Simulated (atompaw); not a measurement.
## Plane-wave convergence, PAW (atompaw) potential for dysprosium (Dy)

* Element: dysprosium (Dy)
* Generator: atompaw 4.2.0.5
* Type: PAW
* Functional: PBEsol
* Relativity: scalar-relativistic
* Frozen core: [Kr] 4d10
* Valence charge: 20
* Reference configuration: 4f10 5s2 5p6 5d0 6s1.75 6p0.25
* Partial waves: 5s (bound): rc 1.70 bohr; 6s (bound): rc 1.90 bohr; 5p (bound): rc 2.20 bohr; 6p (bound): rc 2.65 bohr; 5d (bound, empty): rc 2.05 bohr; 5d channel at 2.65 Ry: rc 2.65 bohr; 4f (bound): rc 1.15 bohr; 4f channel at 1.55 Ry: rc 1.15 bohr
* Local potential: troulliermartins scheme with l = 4 at 1 Ry, radius 2.20 bohr
* Core correction: smooth core density matched at 1.70 bohr
* Augmentation charge: sinc compensation charge, radius 2.30 bohr; PAW radius 2.65 bohr; waves and projectors: custom polynom vanderbiltortho

The pseudo-atom Hamiltonian at the reference potential is diagonalised in spherical Bessel functions j_l(qr) that vanish at 20 bohr, with q² up to the cutoff. All-electron valence levels (Ry): 5s -3.6270, 6s -0.2925, 5p -1.8935, 6p -0.0971, 5d -0.1074, 4f -0.2593.

**Question.** How do the lowest levels (Ry) of each channel move with the cutoff, and are there ghosts?

**Answer.**

```tsv
cutoff (Ry)	s #1	s #2	s #3	p #1	p #2	d #1	f #1	f #2	Σ f·Δε (mRy)
8	-3.6082	-0.2886	-0.0066	-1.7253	-0.0956	-0.0298	0.0854	0.1991	4499.9
18	-3.6263	-0.2925	-0.0072	-1.8927	-0.0970	-0.1071	0.0854	0.1990	3452.2
35	-3.6269	-0.2925	-0.0072	-1.8934	-0.0970	-0.1073	0.0853	0.1987	3446.1
55	-3.6270	-0.2925	-0.0072	-1.8935	-0.0970	-0.1074	0.0634	0.0867	3225.9
80	-3.6270	-0.2925	-0.0072	-1.8935	-0.0970	-0.1074	-0.2415	0.0855	176.9
120	-3.6270	-0.2925	-0.0072	-1.8935	-0.0970	-0.1074	-0.2539	0.0855	53.2
200	-3.6270	-0.2925	-0.0072	-1.8935	-0.0970	-0.1074	-0.2588	0.0855	4.3
350	-3.6270	-0.2925	-0.0072	-1.8935	-0.0970	-0.1074	-0.2592	0.0855	0.0
400	-3.6270	-0.2925	-0.0072	-1.8935	-0.0970	-0.1074	-0.2592	0.0855	0.0
```

Result: no extra level below or beside the all-electron valence levels (s, p, d, f tested); 10 mRy is reached at 160 Ry and 1 mRy at 260 Ry.
